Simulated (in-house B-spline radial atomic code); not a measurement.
A fraction x of an electron is removed from 6s in Dy+, starting from [Xe] 4f10 6s1 and keeping the highest spin. Method: scalar-relativistic (X2C) LDA VWN5, spin-polarised, spherical fractional occupations, Fermi nucleus of rms radius 5.2218 fm. Calculated with a radial B-spline atomic code at the basis-set limit.

| x | E(x) - E(0) (eV) | 6s up level (eV) |
| --- | --- | --- |
| 0 | 0.0000 | -9.444 |
| 0.06 | 0.5763 | -9.768 |
| 0.13 | 1.2733 | -10.147 |
| 0.26 | 2.6382 | -10.851 |
| 0.44 | 4.6789 | -11.823 |
| 0.5 | 5.3979 | -12.144 |
| 0.58 | 6.3865 | -12.570 |
| 0.63 | 7.0216 | -12.833 |
| 0.8 | 9.2778 | -13.702 |
| 0.92 | 10.9565 | -14.267 |
| 1 | 12.1111 | - |

The exact functional would give a straight line between the two integer points. Deviations E(x) - E(0) - x[E(1) - E(0)], in eV: -0.15 at x = 0.06, -0.301 at x = 0.13, -0.511 at x = 0.26, -0.65 at x = 0.44, -0.658 at x = 0.5, -0.638 at x = 0.58, -0.608 at x = 0.63, -0.411 at x = 0.8, -0.186 at x = 0.92.

The curve lies below the straight line by up to 0.658 eV (at x = 0.5): convex, the delocalisation error that favours fractional charges.

How well does Slater's transition state (minus the level at half occupation) give the ionisation energy?

It gives 12.144 eV against 12.111 eV from the two total energies; NIST lists 11.65 eV, ground level to ground level.
